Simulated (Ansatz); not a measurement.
`C#C[Se][SiH3]`, relaxed with RKS PBE-D4/def2-SVP in the Gaussian-basis code of Ansatz from a rough embedded geometry. The force threshold is 0.03 eV/Å; the program also tests the step.

Total charge 0; spin multiplicity 1.

Start:

```xyz
8

C     1.215   -2.011    0.280
C     0.378   -1.423   -0.323
Se   -0.914   -0.502   -1.349
Si   -0.675    1.279   -0.115
H     1.942   -2.498    0.931
H    -1.051    1.008    1.322
H     0.692    1.799   -0.156
H    -1.588    2.349   -0.590
```

```
step  energy (eV)  largest force (eV/Å)  largest move (Å)
   1  -75335.5850                 3.894             0.000
   2  -75335.8542                 0.423             0.087
   3  -75335.8682                 0.219             0.069
   4  -75335.8727                 0.149             0.032
   5  -75335.8766                 0.039             0.070
   6  -75335.8774                 0.024             0.022
```

End:

```xyz
8

C     1.234   -2.091    0.305
C     0.398   -1.460   -0.335
Se   -0.861   -0.558   -1.325
Si   -0.696    1.382   -0.059
H     1.971   -2.648    0.867
H    -1.073    1.107    1.367
H     0.699    1.932   -0.130
H    -1.672    2.335   -0.689
```

Run time 9.5 s (2 threads of an Arm Neoverse V2 on a shared host); peak host memory 0.14 GiB.
